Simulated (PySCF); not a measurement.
C6H12OSi3, SMILES [SiH3]O[SiH2][SiH2]c1ccccc1, GFN2-xTB optimised geometry.

```
22

Si    -3.37     0.39    -2.12
O     -2.55    -0.99    -2.27
Si    -1.44    -2.17    -2.11
Si    -0.39    -1.93    -0.06
C      0.61    -0.33     0.00
C     -0.04     0.90     0.00
C      0.67     2.09    -0.01
C      2.05     2.07     0.00
C      2.72     0.86     0.00
C      2.00    -0.33     0.00
H     -4.51     0.26    -3.04
H     -2.48     1.48    -2.49
H     -3.80     0.49    -0.73
H     -0.57    -2.01    -3.29
H     -2.22    -3.40    -2.28
H      0.55    -3.03     0.20
H     -1.31    -1.90     1.09
H     -1.12     0.93    -0.01
H      0.14     3.03    -0.01
H      2.61     2.99     0.00
H      3.80     0.83     0.00
H      2.53    -1.27     0.00
```

Density from PBE/def2-SVP run with PySCF at that geometry.

Minimum of the electron density along straight lines between bonded atoms, close to the bond critical point (lines longer than 1.1 times the sum of covalent radii, or with two minima, are not listed):

```
bond     length / Å  ρ at the minimum / e bohr⁻³  ∇²ρ there / e bohr⁻⁵  position (fraction from the first atom)
-------  ----------  ---------------------------  --------------------  ---------------------------------------
Si1–O2        1.614                        0.128                  1.10                                     0.42
O2–Si3        1.627                        0.124                  1.06                                     0.59
Si4–C5        1.893                        0.111                  0.32                                     0.38
C5–C6         1.393                        0.303                 -0.73                                     0.50
C6–C7         1.383                        0.310                 -0.77                                     0.50
C7–C8         1.385                        0.309                 -0.77                                     0.50
C8–C9         1.385                        0.309                 -0.77                                     0.50
C5–C10        1.392                        0.303                 -0.73                                     0.50
C9–C10        1.383                        0.310                 -0.77                                     0.50
Si1–H11       1.459                        0.119                  0.32                                     0.49
Si1–H12       1.462                        0.119                  0.31                                     0.49
Si1–H13       1.465                        0.118                  0.32                                     0.49
Si3–H14       1.469                        0.117                  0.31                                     0.49
Si3–H15       1.467                        0.117                  0.31                                     0.49
Si4–H16       1.473                        0.114                  0.31                                     0.49
Si4–H17       1.475                        0.113                  0.30                                     0.49
C6–H18        1.082                        0.280                 -1.04                                     0.63
C7–H19        1.081                        0.281                 -1.05                                     0.63
C8–H20        1.080                        0.281                 -1.05                                     0.63
C9–H21        1.081                        0.281                 -1.05                                     0.63
C10–H22       1.081                        0.281                 -1.05                                     0.63
```
